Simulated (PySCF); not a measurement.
Isomers of C8H13FSi.

All values: PBE0/pcSseg-1 (PySCF) at GFN2-xTB geometries, gas phase, one conformer each.

**Question.** Rank by dipole moment, highest first.
A. `[CH3:1]/[CH:2]=[C:3]1\[SiH2:4][C@@H:5]([CH:6]2[CH2:7][CH2:8]2)[C@@H:9]1[F:10]` with Si4–C5–C6–C7 -34°, C2–C3–Si4–C5 -162°, C3–Si4–C5–C6 -131°, C5–C6–C7–C8 110°, Si4–C5–C9–F10 133°
B. `[CH2:1]=[C:2]([CH3:3])[C@@H:4]1[SiH2:5]/[C:6](=[CH:7]\[CH3:8])[C@H:9]1[F:10]` with C1–C2–C4–Si5 -111°, C2–C4–Si5–C6 -133°, C4–Si5–C6–C7 -163°, Si5–C6–C9–F10 -131°, C2–C4–C9–C6 136°
C. `[CH:1]#[C:2][CH2:3][C@@:4]([F:5])([SiH2:6][CH3:7])[C:8](=[CH2:9])[CH3:10]` with C2–C3–C4–F5 73°, C3–C4–Si6–C7 -65°, C3–C4–C8–C9 130°
D. `[CH:1]#[C:2][CH2:3][C@:4]([F:5])([SiH2:6][CH3:7])[CH:8]1[CH2:9][CH2:10]1` with C2–C3–C4–F5 179°, C3–C4–Si6–C7 171°, C3–C4–C8–C9 -79°
E. `[CH2:1]=[C:2]([CH3:3])[C@@H:4]([CH3:5])[Si@H:6]([F:7])[C:8]#[C:9][CH3:10]` with C1–C2–C4–C5 135°, C2–C4–Si6–F7 -72°

**Answer.** E (2.59 D), B (2.11 D), C (1.76 D), A (1.52 D), D (1.22 D).

**Question.** Rank by the lowest Hirshfeld charge on any atom, lowest value first.
A. `[CH:1]#[C:2][CH2:3][C@@:4]([F:5])([SiH2:6][CH3:7])[C:8](=[CH2:9])[CH3:10]` with C2–C3–C4–F5 73°, C3–C4–Si6–C7 -65°, C3–C4–C8–C9 130°
B. `[CH2:1]=[C:2]([CH3:3])[C@@H:4]([CH3:5])[Si@H:6]([F:7])[C:8]#[C:9][CH3:10]` with C1–C2–C4–C5 135°, C2–C4–Si6–F7 -72°
C. `[CH3:1][C:2]#[C:3]/[C:4](=[CH:5]\[SiH2:6][CH2:7][F:8])[CH2:9][CH3:10]` with C4–C5–Si6–C7 178°, C5–Si6–C7–F8 -65°, C3–C4–C9–C10 65°
D. `[CH3:1]/[CH:2]=[C:3]1\[SiH2:4][C@@H:5]([CH:6]2[CH2:7][CH2:8]2)[C@@H:9]1[F:10]` with Si4–C5–C6–C7 -34°, C2–C3–Si4–C5 -162°, C3–Si4–C5–C6 -131°, C5–C6–C7–C8 110°, Si4–C5–C9–F10 133°

**Answer.** A (-0.211 e), B (-0.198 e), C (-0.145 e), D (-0.127 e).

All values together:

| SMILES | μ (D) | HOMO (eV) | LUMO (eV) | lowest IAO charge (e) | highest IAO charge (e) | lowest Hirshfeld charge (e) | highest Hirshfeld charge (e) |
| --- | --- | --- | --- | --- | --- | --- | --- |
| C#CC[C@@](F)([SiH2]C)C(=C)C | 1.76 | -7.02 | 0.18 | -0.714 (C) | +0.752 (Si) | -0.211 (C) | +0.337 (Si) |
| CC#C[Si@@H](F)[C@@H](C)C1CC1 | 2.73 | -7.50 | -0.12 | -0.539 (F) | +1.213 (Si) | -0.209 (F) | +0.443 (Si) |
| CC#C/C(=C\[SiH2]CF)CC | 2.73 | -6.82 | -1.00 | -0.444 (C) | +0.756 (Si) | -0.145 (C) | +0.322 (Si) |
| C=C(C)[C@@H]1[SiH2]/C(=C\C)[C@H]1F | 2.11 | -6.72 | -0.67 | -0.425 (C) | +0.701 (Si) | -0.128 (C) | +0.334 (Si) |
| C=C(C)[C@@H](C)[Si@H](F)C#CC | 2.59 | -6.86 | -0.23 | -0.538 (F) | +1.212 (Si) | -0.198 (F) | +0.446 (Si) |
| C/C=C1\[SiH2][C@@H](C2CC2)[C@@H]1F | 1.52 | -7.34 | -0.57 | -0.420 (C) | +0.677 (Si) | -0.127 (F) | +0.329 (Si) |
| C#CC[C@](F)([SiH2]C)C1CC1 | 1.22 | -7.51 | 0.71 | -0.711 (C) | +0.750 (Si) | -0.211 (C) | +0.329 (Si) |

Conformers: `[CH:1]#[C:2][CH2:3][C@@:4]([F:5])([SiH2:6][CH3:7])[C:8](=[CH2:9])[CH3:10]` with C2–C3–C4–F5 73°, C3–C4–Si6–C7 -65°, C3–C4–C8–C9 130°; `[CH3:1][C:2]#[C:3][Si@@H:4]([F:5])[C@@H:6]([CH3:7])[CH:8]1[CH2:9][CH2:10]1` with C3–Si4–C6–C7 -58°, Si4–C6–C8–C9 80°; `[CH3:1][C:2]#[C:3]/[C:4](=[CH:5]\[SiH2:6][CH2:7][F:8])[CH2:9][CH3:10]` with C4–C5–Si6–C7 178°, C5–Si6–C7–F8 -65°, C3–C4–C9–C10 65°; `[CH2:1]=[C:2]([CH3:3])[C@@H:4]1[SiH2:5]/[C:6](=[CH:7]\[CH3:8])[C@H:9]1[F:10]` with C1–C2–C4–Si5 -111°, C2–C4–Si5–C6 -133°, C4–Si5–C6–C7 -163°, Si5–C6–C9–F10 -131°, C2–C4–C9–C6 136°; `[CH2:1]=[C:2]([CH3:3])[C@@H:4]([CH3:5])[Si@H:6]([F:7])[C:8]#[C:9][CH3:10]` with C1–C2–C4–C5 135°, C2–C4–Si6–F7 -72°; `[CH3:1]/[CH:2]=[C:3]1\[SiH2:4][C@@H:5]([CH:6]2[CH2:7][CH2:8]2)[C@@H:9]1[F:10]` with Si4–C5–C6–C7 -34°, C2–C3–Si4–C5 -162°, C3–Si4–C5–C6 -131°, C5–C6–C7–C8 110°, Si4–C5–C9–F10 133°; `[CH:1]#[C:2][CH2:3][C@:4]([F:5])([SiH2:6][CH3:7])[CH:8]1[CH2:9][CH2:10]1` with C2–C3–C4–F5 179°, C3–C4–Si6–C7 171°, C3–C4–C8–C9 -79°.
